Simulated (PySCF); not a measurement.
In(I)3 cation (I3In), SMILES [I][In]([I])[I] (connectivity only; charge and spin as stated), charge +1, multiplicity 2.

Coordinates come from a B3LYP-D3(BJ)/def2-SVP optimisation. The multiplicity is an assumed one; no other spin state was optimised. The isomer is the one that the SMILES or the coordinates give; other isomers of the formula were not compared. The def2 effective core potentials stand for the cores of I, In; spin–orbit coupling is left out.

The numbers are results of C-PCM-PBE0/def2-SVP run with PySCF, not measurements.

The values are the electrostatic part of the solvation free energy, E(continuum) − E(gas) at the gas-phase geometry, in a cavity of scaled van der Waals radii (PySCF's table); cavitation and dispersion terms are not included. A continuum can't describe solvent molecules that bind to the metal.

| solvent | ε | ΔG(elec) (kcal/mol) |
|---|---|---|
| water | 78.36 | … |
| benzene | 2.27 | -30.8 |
| acetone | 20.49 | -53.2 |

Question: Complete the blanks. (An estimate is asked for; the answer gives what the named calculation found.)

Answer: 
- water, ΔG(elec) (kcal/mol): -55.4
